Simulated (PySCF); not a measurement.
H₇N₃OSi. Atoms are numbered in the order given.

```xyz
12

N     -1.0737     1.2537    -0.4792
Si    -0.0141    -0.0088     0.0029
N      1.5604     0.5736     0.4424
N      0.0389    -1.0920    -1.3405
O     -0.6005    -0.7632     1.3783
H     -1.4994     1.9020     0.1720
H     -1.1058     1.5804    -1.4374
H      1.9911     1.2955    -0.1275
H      2.2654    -0.0675     0.7956
H     -0.8210    -1.5561    -1.6210
H      0.8219    -1.7352    -1.4082
H     -0.3315    -0.3372     2.2007
```

The structure is a stationary point at B3LYP-D3(BJ)/def2-SVP. Other conformers were not sampled.

The numbers are results of PBE/def2-TZVP (PySCF), not measurements.

The molecule is in vacuum.

```
Property                                                                                                        Value
---------------------------------------------------------------------------------------------  ----------------------
total energy                                                                                       -533.02830 hartree
highest occupied level                                                                                       -5.65 eV
lowest empty level                                                                                           -0.15 eV
orbital gap                                                                                                   5.50 eV
dipole moment                                                                                                  1.46 D
quadrupole, principal values (traceless, Buckingham form, about the centre of nuclear charge)   -6.03, 0.80, 5.23 D·Å
mean static polarisability                                                                       52.4 bohr³ (7.77 Å³)
polarisability, principal values                                                               49.6, 53.2, 54.4 bohr³
```
